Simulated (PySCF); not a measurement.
Level of theory: B3LYP-D3(BJ)/def2-TZVP // PBE0-D4/def2-TZVP (PySCF). All species are isolated molecules in the gas phase. One relaxed conformer stands for a flexible species; it need not be the lowest. B3LYP has the VWN-RPA correlation part, as in Gaussian. Excitations are Tamm–Dancoff values on a coarser integration grid. The basis has no diffuse functions, so Rydberg states are missing or too high.

Reference species (SMILES): `[SiH2]1C(=CC=C1)O` (H–O–C–Si torsion 0°) (neutral, multiplicity 1).

```json
{
 "S1–T1 gap (TDA)": "1.69 eV",
 "HOMO": "-5.86 eV",
 "S1 oscillator strength": "0.106",
 "T1 excitation (TDA)": "2.45 eV"
}
```

Changed species: `OC1=C[SiH2]C=C1` (H–O–C–C torsion 0°).

### Question
Predict the effect on the S1–T1 gap (TDA), HOMO, S1 oscillator strength and T1 excitation (TDA).

### Answer
the S1–T1 gap (TDA) falls by 0.08 eV, to 1.61 eV; the HOMO falls by 0.42 eV, to -6.28 eV; the S1 oscillator strength decreases by 0.048, to 0.058; the T1 excitation (TDA) goes up by 0.38 eV, to 2.83 eV.
